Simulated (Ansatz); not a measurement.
Relaxation of C2H5GeSb (9 atoms, charge 0, multiplicity 1), to a largest force component of 0.02 eV/Å in at most 50 steps.

Level of theory: Ansatz, RKS B3LYP-D4/def2-SVP.

```xyz
9
Properties=species:S:1:pos:R:3
C 2.328 -0.674 -1.271
C 1.322 -0.075 -0.800
Ge -0.204 0.804 -0.053
Sb -1.093 -0.673 1.841
H 1.743 0.352 -1.711
H 0.270 2.180 0.552
H -1.218 1.036 -1.129
H -1.787 -1.796 0.659
H -2.648 0.278 1.910
```

**Question.** Where does it end, and by what steps?

**Answer.** The run converged. The force dipped under the threshold on the way, but the program's further checks kept it going. After 31 steps the energy has fallen by 2.367 eV; C1 moved furthest, 1.70 Å. Parted: C1–H5, C2–Ge3. Joined: C1–Ge3.

| step | energy less start (eV) | largest force component (eV/Å) | accepted |
| --- | --- | --- | --- |
| 0 | 0.0000 | 2.972 | yes |
| 2 | -0.3104 | 1.937 | yes |
| 4 | -0.4288 | 0.116 | yes |
| 6 | -0.4351 | 0.204 | yes |
| 8 | -0.4525 | 1.230 | yes |
| 10 | -0.5832 | 0.412 | yes |
| 12 | -0.6914 | 1.951 | yes |
| 14 | -0.8521 | 1.056 | yes |
| 16 | -1.0122 | 3.812 | yes |
| 18 | -1.6407 | 1.970 | yes |
| 20 | -2.0939 | 0.738 | yes |
| 22 | -2.3052 | 0.192 | yes |
| 24 | -2.3545 | 0.461 | yes |
| 26 | -2.3658 | 0.027 | yes |
| 28 | -2.3669 | 0.047 | yes |
| 30 | -2.3673 | 0.002 | yes |
| 31 | -2.3673 | 0.017 | yes |

```xyz
9
Properties=species:S:1:pos:R:3
C 1.061 0.419 -0.950
C 2.043 0.020 -1.550
Ge -0.478 0.959 0.045
Sb -0.926 -0.917 1.868
H 2.909 -0.322 -2.085
H -0.157 2.303 0.729
H -1.649 1.149 -0.939
H -1.615 -1.939 0.662
H -2.475 -0.240 2.218
```

Whether the end is a true minimum wasn't checked by a vibrational analysis.

The run took 2.2 min on 2 threads of Arm Neoverse V1, with other jobs on the host, peak memory 0.29 GiB.
